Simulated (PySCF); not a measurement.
# Two-component Hartree-Fock for Gd (gadolinium, neutral)

Start: [Xe] 4f7 5d1 6s2; 4f5/2 filled at m_j = -5/2, -3/2, -1/2, +1/2, +3/2, +5/2; 4f7/2 filled at m_j = +7/2; 5d3/2 filled at m_j = -3/2. Calculated with PySCF 2.14 in x2c-SVPall-2c with one added diffuse shell each of s, p, d, f type (8s11p10d4f1g, 128 functions): generalised Hartree-Fock with the X2C-1e Hamiltonian and a Gaussian nucleus; one run each with spin-orbit coupling (SO) switched off, then screened by Boettger's factors.

| spinor shell | electrons | ε, spin-free (eV) | ε, screened SO (eV) | weight of nominal j (screened SO) | rms radius, screened SO (bohr) |
| --- | --- | --- | --- | --- | --- |
| 1s1/2 | 2 | -50494.1 | -50484.5 | 1.000 | 0.0249 |
| 2s1/2 | 2 | -8458.1 | -8455.0 | 1.000 | 0.101 |
| 2p1/2 | 2 | -7522.1 | -8012.5 | 1.000 | 0.0864 |
| 2p3/2 | 4 | -7522.1 | -7311.6 | 1.000 | 0.0928 |
| 3s1/2 | 2 | -1925.6 | -1924.5 | 1.000 | 0.260 |
| 3p1/2 | 2 | -1629.6 | -1732.0 | 1.000 | 0.252 |
| 3p3/2 | 4 | -1629.6 | -1584.8 | 1.000 | 0.265 |
| 3d3/2 | 4 | -1237.4 | -1256.0 | 0.994 | 0.237 |
| 3d5/2 | 6 | -1237.4 | -1223.7 | 0.996 | 0.241 |
| 4s1/2 | 2 | -410.94 | -410.45 | 1.000 | 0.588 |
| 4p1/2 | 2 | -310.67 | -334.88 | 0.966 | 0.605 |
| 4p3/2 | 4 | -310.67 | -299.68 | 0.983 | 0.633 |
| 4d3/2 | 4 | -168.63 | -174.54 | 0.725 | 0.684 |
| 4d5/2 | 6 | -168.63 | -164.12 | 0.817 | 0.690 |
| 5s1/2 | 2 | -60.705 | -60.439 | 1.000 | 1.44 |
| 5p1/2 | 2 | -33.654 | -37.908 | 0.871 | 1.62 |
| 5p3/2 | 4 | -33.654 | -31.437 | 0.935 | 1.72 |
| 4f5/2 | 6 | -22.873 | -22.640 | 0.554 | 0.927 |
| 4f7/2 | 1 | -22.873 | -21.990 | 1.000 | 0.924 |
| 5d3/2 | 1 | -6.581 | -6.603 | 0.926 | 2.92 |
| 6s1/2 | 2 | -5.467 | -5.471 | 0.925 | 4.50 |

```json
{"quantity": "E (hartree)", "spin-free": "-11263.21163", "screened SO": "-11270.49623"}
{"quantity": "M_J", "spin-free": "2", "screened SO": "2"}
{"quantity": "⟨J²⟩", "spin-free": "10.685", "screened SO": "9.457"}
{"quantity": "⟨L²⟩", "spin-free": "6.516", "screened SO": "6.768"}
{"quantity": "⟨S²⟩", "spin-free": "20.170", "screened SO": "20.398"}
```

The determinant has a definite M_J but mixes levels of different J.

Each row is a mean over spinors that exchange with the open shell spreads, by up to 19.444 eV (4d5/2).

Rows whose weight is well below 1 are mixtures of j = l ± 1/2: exchange outweighs spin-orbit coupling there, and the label is only the starting occupation.

Breit and QED terms are absent; they matter most for the inner s and p1/2 levels.

Densities and radii are taken from the X2C orbitals without a picture-change correction, which distorts them close to the nucleus.

Without spin-orbit coupling the j labels of p, d and f shells carry no meaning; the spin-free column gives the mean over the occupied spinors of each nl shell, and its ⟨J²⟩ belongs to a mixture of degenerate components.
